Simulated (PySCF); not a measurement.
A species of formula C5H12Si2 has this rotational fingerprint, computed with B3LYP/def2-SVPD in PySCF (dipole) on a GFN2-xTB geometry, gas phase:

```
Rotational constants : A = 4163, B = 708.2, C = 634.7 MHz
Dipole components    : |μa| = 0.43 D, |μb| = 0.17 D, |μc| = 0.13 D
Inertial defect      : -38.79 u·Å²
κ                    : -0.96
```

**Question.** Which candidate fits, each taken in the one conformer that was computed?
A. `[SiH3:1][CH2:2][SiH:3]1[CH2:4][CH:5]=[CH:6][CH2:7]1` with Si1–C2–Si3–C4 170°
B. `[CH2:1]=[CH:2][CH2:3][SiH2:4]/[CH:5]=[CH:6]\[SiH3:7]` with C1–C2–C3–Si4 107°, C2–C3–Si4–C5 -59°, C3–Si4–C5–C6 -147°
C. `[SiH3:1][CH2:2][CH2:3][C:4]1=[CH:5][SiH2:6][CH2:7]1` with Si1–C2–C3–C4 180°, C2–C3–C4–C5 -100°

**Answer.** B. It is C=CC[SiH2]/C=C\[SiH3], a near-prolate asymmetric top, point group C1. The candidates at the same level (rigid rotor, commonest isotopes):

| SMILES | A (MHz) | B (MHz) | C (MHz) | μa (D) | μb (D) | μc (D) | Δ (u·Å²) | point group | rotor |
| --- | --- | --- | --- | --- | --- | --- | --- | --- | --- |
| C=CC[SiH2]/C=C\[SiH3] | 4163 | 708.2 | 634.7 | 0.43 | 0.17 | 0.13 | -38.79 | C1 | near-prolate asymmetric top |
| [SiH3]CCC1=C[SiH2]C1 | 6573 | 628.9 | 612.7 | 0.12 | 0.18 | 0.02 | -55.55 | C1 | near-prolate asymmetric top |
| [SiH3]C[SiH]1CC=CC1 | 4040 | 924.7 | 823.6 | 0.17 | 0.44 | 0.43 | -58.03 | C1 | near-prolate asymmetric top |

`[SiH3]C[SiH]1CC=CC1` has B 31 % too high; `[SiH3]CCC1=C[SiH2]C1` has A 58 % too high. No structure here is proved a minimum.
